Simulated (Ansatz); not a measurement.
One change: `CC(Cl)Br` becomes `CC(Cl)I`.

Ansatz, PBE0-D4/def2-TZVP geometries, multiplicity 1. 

Elements past krypton have def2 core potentials. Scalar relativity is left out up to krypton. Spin–orbit coupling is left out; it splits and shifts lone-pair levels of the heavy atoms by tenths of an eV.

| property | `CC(Cl)Br` |
| --- | --- |
| LUMO energy (PBE/def2-TZVPP) / eV | -1.57 |
| size of the dipole moment (ωB97M-V/def2-TZVPP) / D | 2.00 |
| LUMO energy (PBE0/def2-TZVPP) / eV | -0.55 |
| HOMO–LUMO gap (PBE/def2-TZVPP) / eV | 5.27 |
| ideal-gas entropy at 298 K and 1 bar (rigid rotor, harmonic PBE0-D4/def2-TZVP) / J/(mol·K) | 315 |
| HOMO energy (PBE/def2-TZVPP) / eV | -6.85 |

**Question.** Give the same properties after the change, and the shifts. (An estimate is asked.)

**Answer.** The calculation gave: 
| property | `CC(Cl)I` | shift |
| --- | --- | --- |
| LUMO energy (PBE/def2-TZVPP) / eV | -2.24 | -0.67 |
| size of the dipole moment (ωB97M-V/def2-TZVPP) / D | 1.84 | -0.16 |
| LUMO energy (PBE0/def2-TZVPP) / eV | -1.34 | -0.79 |
| HOMO–LUMO gap (PBE/def2-TZVPP) / eV | 4.09 | -1.18 |
| ideal-gas entropy at 298 K and 1 bar (rigid rotor, harmonic PBE0-D4/def2-TZVP) / J/(mol·K) | 323 | 8 |
| HOMO energy (PBE/def2-TZVPP) / eV | -6.33 | 0.52 |

With PBE0 the HOMO rises by 0.66 eV and the LUMO falls by 0.79 eV, so the gap narrows by about 1.45 eV. PBE moves the HOMO by 0.52 eV and ωB97M-V by 0.73 eV. Dipoles are sizes alone; their direction can turn.
